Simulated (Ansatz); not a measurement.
Consider the formal exchange of groups at the Al–N bond: `C[N]([SiH3])[AlH][F]` + `CSCF` → `C[S][AlH][F]` + `CN([SiH3])CF`.

Calculated with Ansatz (gas phase, PBE0-D4/def2-TZVP geometries, no zero-point term in ΔE). CCSD(T)/CBS is the MP2 limit (def2-TZVPP, def2-QZVPP) plus CCSD(T) − MP2 in def2-TZVPP, frozen cores. This one scheme is used for every species. Functionals use def2-TZVPP. B3LYP here is the variant with VWN-RPA as its local correlation; programs differ in this. One conformer a species, not always the lowest.

Problem. Is it downhill or uphill in electronic energy at CCSD(T)/CBS, and by how much? (An estimate is asked.)

Solution. Ansatz gave: Downhill: ΔE = -0.18 eV.

Problem. What do these levels give: PBE-D4, PBE0-D4, PBE, r2SCAN, PBE0, B3LYP, MP2/def2-TZVPP, SCS-MP2/def2-TZVPP, CCSD/def2-TZVPP, CCSD(T)/def2-TZVPP, MP2/def2-QZVPP, MP2/CBS(def2)? (Estimate.)

Solution. The calculation gave: PBE-D4 -0.22, PBE0-D4 -0.24, PBE -0.23, r2SCAN -0.19, PBE0 -0.24, B3LYP -0.19, MP2/def2-TZVPP -0.18, SCS-MP2/def2-TZVPP -0.16, CCSD/def2-TZVPP -0.19, CCSD(T)/def2-TZVPP -0.19, MP2/def2-QZVPP -0.16, MP2/CBS(def2) -0.17 eV.

Largest T1 diagnostic among the species: 0.012.

In def2-TZVPP, CCSD(T) changes the Hartree–Fock value by +0.05 eV (the triples alone add +0.00 eV) and MP2 by +0.07 eV.
